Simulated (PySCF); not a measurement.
## Spin–spin coupling constants

Molfile (atoms numbered from 1):
```
C5H9NO2
     RDKit          3D

 17 17  0  0  0  0  0  0  0  0999 V2000
    2.7455   -1.1535    0.3851 O   0  0  0  0  0  0  0  0  0  0  0  0
    2.1458   -0.1270    0.1637 C   0  0  0  0  0  0  0  0  0  0  0  0
    0.8542   -0.0435   -0.2509 N   0  0  0  0  0  0  0  0  0  0  0  0
    0.0531   -1.2326   -0.4418 C   0  0  0  0  0  0  0  0  0  0  0  0
   -1.2402   -1.0981    0.3446 C   0  0  0  0  0  0  0  0  0  0  0  0
   -1.9084    0.0977    0.0291 O   0  0  0  0  0  0  0  0  0  0  0  0
   -1.1297    1.2278    0.3139 C   0  0  0  0  0  0  0  0  0  0  0  0
    0.1738    1.2090   -0.4723 C   0  0  0  0  0  0  0  0  0  0  0  0
    2.6076    0.8843    0.2801 H   0  0  0  0  0  0  0  0  0  0  0  0
   -0.1750   -1.3599   -1.5159 H   0  0  0  0  0  0  0  0  0  0  0  0
    0.6488   -2.0932   -0.1069 H   0  0  0  0  0  0  0  0  0  0  0  0
   -1.0153   -1.1368    1.4300 H   0  0  0  0  0  0  0  0  0  0  0  0
   -1.9273   -1.9228    0.1061 H   0  0  0  0  0  0  0  0  0  0  0  0
   -0.8996    1.2771    1.3984 H   0  0  0  0  0  0  0  0  0  0  0  0
   -1.7290    2.1108    0.0469 H   0  0  0  0  0  0  0  0  0  0  0  0
    0.8284    2.0370   -0.1583 H   0  0  0  0  0  0  0  0  0  0  0  0
   -0.0460    1.3388   -1.5486 H   0  0  0  0  0  0  0  0  0  0  0  0
  1  2  2  0
  2  3  1  0
  3  4  1  0
  4  5  1  0
  5  6  1  0
  6  7  1  0
  7  8  1  0
  8  3  1  0
  2  9  1  0
  4 10  1  0
  4 11  1  0
  5 12  1  0
  5 13  1  0
  7 14  1  0
  7 15  1  0
  8 16  1  0
  8 17  1  0
M  END
```

Couplings: B3LYP/pcJ-1 (spin–dipole term only in couplings to heteroatoms) in PySCF 2.14, geometry PBE0-D3(BJ)/def2-SVP; gas phase, one conformer, non-relativistic. Couplings are averaged over pairs made equivalent by symmetry, fast rotation or ring inversion, so a value needn't be that of the named pair in this geometry, while other rotamers aren't included; one pair stands for each set, and the list holds a selection of those of at least 1.5 Hz over up to four bonds, among pairs with at least one C or N or H atom (others weren't computed).

Isotopes: 13C, 1H, 17O, 15N. Couplings to quadrupolar nuclei such as 17O and 33S are rarely resolved in practice.

```csv
pair,bonds,J (Hz)
"O1, C2",1,28.7
"C2, N3",1,?
"C2, H9",1,197.2
"N3, C4",1,-11.6
"N3, C8",1,-12.6
"C4, C5",1,38.7
"C4, H10",1,144.8
"C5, O6",1,?
"C5, H12",1,148.2
"O6, C7",1,23.8
"C7, C8",1,38.8
"C7, H14",1,147.7
"C8, H16",1,?
"C2, C8",2,4.2
"N3, H9",2,?
"O6, H12",2,-8.6
"O6, H14",2,-8.5
"H16, H17",2,-14.3
"C2, H16",3,?
"C5, H14",3,5.8
"O6, H10",3,?
"C7, H12",3,?
"C8, H9",3,2.4
"H10, H12",3,7.0
"H14, H16",3,?
"H14, H17",3,7.0
```

**Question.** Estimate the withheld couplings, with signs.

**Answer.** 
- 1J(C2,N3) = -15.4 Hz (bond length 1.359 Å)
- 1J(C5,O6) = 23.5 Hz (bond length 1.406 Å)
- 1J(C8,H16) = 141.2 Hz (mean over equivalent pairs that range from 137.6 to 144.7 Hz in this conformer)
- 2J(N3,H9) = -18.3 Hz (angle at C2 112°)
- 3J(C2,H16) = 4.7 Hz (mean over equivalent pairs that range from 2.2 to 7.1 Hz in this conformer)
- 3J(O6,H10) = -2.4 Hz (mean over equivalent pairs that range from -3.7 to -1.1 Hz in this conformer)
- 3J(C7,H12) = 5.9 Hz (mean over equivalent pairs that range from 2.8 to 9.0 Hz in this conformer)
- 3J(H14,H16) = 3.8 Hz (dihedral angle 51°)
